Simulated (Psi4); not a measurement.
Psi4 input (wB97X-D/6-311+G**):

```
memory 1500 MB

molecule {
0 2
C    -0.01841800   -0.01463800   -0.58537800
O     0.13896300    0.04111300    0.57449000
H    -1.00119300   -0.24108000   -1.08365300
symmetry c1
no_reorient
no_com
}

set {
  basis 6-311+G**
  reference uks
  scf_type pk
  dft_radial_points 99
  dft_spherical_points 590
  e_convergence 1e-8
  d_convergence 1e-7
  maxiter 150
}

e = energy('wb97x-d')
print_out(f'\nFINAL {e:.10f} DIPOLE {variable("CURRENT DIPOLE")[0]:.6f} {variable("CURRENT DIPOLE")[1]:.6f} {variable("CURRENT DIPOLE")[2]:.6f}\n')
```

From the output:

```

    Beta Virtual:

       8A     -0.012985     9A      0.032406    10A      0.082063
      11A      0.103225    12A      0.129475    13A      0.134525
      14A      0.241423    15A      0.258828    16A      0.292376
      17A      0.297472    18A      0.340283    19A      0.450762
      20A      0.541773    21A      0.605167    22A      0.651551
      23A      0.725883    24A      0.921920    25A      1.101799
      26A      1.115828    27A      1.140528    28A      1.184497
      29A      1.311096    30A      1.461590    31A      1.489517
      32A      1.601047    33A      1.754066    34A      1.867513
      35A      2.224540    36A      2.410864    37A      2.580006
      38A      2.741781    39A      2.872110    40A      2.919176
      41A      2.982285    42A      3.424168    43A      3.511469
      44A      3.601845    45A      3.846991    46A      5.053947
      47A      5.103469    48A      5.700554    49A     23.967781
      50A     50.009454

    Final Occupation by Irrep:
              A
    DOCC [     7 ]
    SOCC [     1 ]
    NA   [     8 ]
    NB   [     7 ]

  @UKS Final Energy:  -113.84671616473905

   => Energetics <=

    Nuclear Repulsion Energy =             26.5819506269614045
    One-Electron Energy =                -207.2541115975458581
    Two-Electron Energy =                  76.7701703108873375
    DFT Exchange-Correlation Energy =      -9.9446737448461757
    Empirical Dispersion Energy =          -0.0000517601957649
    VV10 Nonlocal Energy =                  0.0000000000000000
    Total Energy =                       -113.8467161647390498

  UHF NO Occupations:
  HONO-2 :    6  A 1.9996277
  HONO-1 :    7  A 1.9989956
  HONO-0 :    8  A 1.0000000
  LUNO+0 :    9  A 0.0010044
  LUNO+1 :   10  A 0.0003723
  LUNO+2 :   11  A 0.0002073
  LUNO+3 :   12  A 0.0000599

Computation Completed

Properties will be evaluated at   0.000000,   0.000000,   0.000000 [a0]

Properties computed using the SCF density matrix

 Multipole Moments:

 ------------------------------------------------------------------------------------
     Multipole            Electronic (a.u.)      Nuclear  (a.u.)        Total (a.u.)
 ------------------------------------------------------------------------------------

 L = 1.  Multiply by 2.5417464519 to convert [e a0] to [Debye]
 Dipole X            :         -0.4826533            0.0000057           -0.4826476
 Dipole Y            :         -0.1157413           -0.0000076           -0.1157489
 Dipole Z            :         -0.4964034           -0.0000019           -0.4964053
 Magnitude           :                                                    0.7019720

 ------------------------------------------------------------------------------------

FINAL -113.8467161647 DIPOLE -0.482648 -0.115749 -0.496405

*** Psi4 exiting successfully. Buy a developer a beer!
```

The geometry given is a B3LYP-D3(BJ)/def2-TZVP minimum.
